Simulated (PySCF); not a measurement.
Solvent effects on NMR parameters

Cartesian coordinates in Å; atom numbers follow the order of the lines, from 1:
```xyz
18

C     2.953   -0.184   -0.448
C     1.711    0.253   -0.667
C     0.491   -0.124    0.101
B    -0.589   -1.076   -0.544
C    -1.991   -0.614   -0.024
C    -1.682    0.404    1.083
C    -0.348    1.034    0.677
H     3.180   -0.877    0.368
H     3.788    0.128   -1.080
H     1.544    0.955   -1.495
H     0.793   -0.782    0.953
H    -0.358   -1.991   -1.299
H    -2.399   -0.085   -0.916
H    -2.737   -1.384    0.222
H    -1.559   -0.127    2.043
H    -2.477    1.151    1.239
H     0.155    1.561    1.503
H    -0.516    1.783   -0.118
```

GIAO PBE0/pcSseg-1 in PySCF 2.14 on one PBE0-D3(BJ)/def2-SVP conformer, non-relativistic, equivalent nuclei averaged. Solvents enter as an IEF-PCM continuum (cyclohexane with ε = 2.0, chloroform with ε = 4.7) around the gas-phase geometry. Shifts are referred to TMS, BF3·OEt2 computed in the same medium.

Gas phase, δ in ppm: C2 149.3, C1 119.3, C3 60.1, C7 36.3, C5 35.3, C6 28.6, B4 90.7, H12 7.51, H10 6.01, H8 5.28, H9 5.21, H14 2.11, H16 2.03, H17 2.02. Dipole moment 0.79 D.

Question: How does each δ change in the continuum?

Answer: 
```tsv
atoms	environment	Δδ, cyclohexane	Δδ, chloroform
C2	alkene CH	+1.5	+2.7
C1	terminal =CH2 carbon	-0.2	-0.3
C3	allylic sp3 CH bonded to B	+0.2	+0.3
C7	sp3 CH2 in a ring	+0.2	+0.4
C5	sp3 CH2 bonded to B	+0.3	+0.4
C6	sp3 CH2 in a ring	+0.2	+0.4
B4	boron bonded to 2 C, H, in a 5-membered ring	0.0	-0.1
H12	hydrogen on a boron bonded to 2 C, in a 5-membered ring	-0.06	-0.11
H10	hydrogen on an alkene CH	+0.08	+0.16
H8	hydrogen on a terminal =CH2 carbon	+0.02	+0.05
H9	hydrogen on a terminal =CH2 carbon	+0.02	+0.03
H14	hydrogen on an sp3 CH2 bonded to B	0.00	0.00
H16	hydrogen on an sp3 CH2 in a ring	0.00	-0.01
H17	hydrogen on an sp3 CH2 in a ring	-0.02	-0.04
```

Changes are relative to the gas phase. The dipole moment becomes 0.91 D in cyclohexane, 1.00 D in chloroform.

Question: Which of the listed nuclei move most (in ppm), and what does the model miss?

Answer: C2 (alkene CH, +2.7 ppm) in chloroform. A continuum only polarises the solute; specific hydrogen bonds, the anisotropy of aromatic solvents and changes of geometry or conformer are outside it.
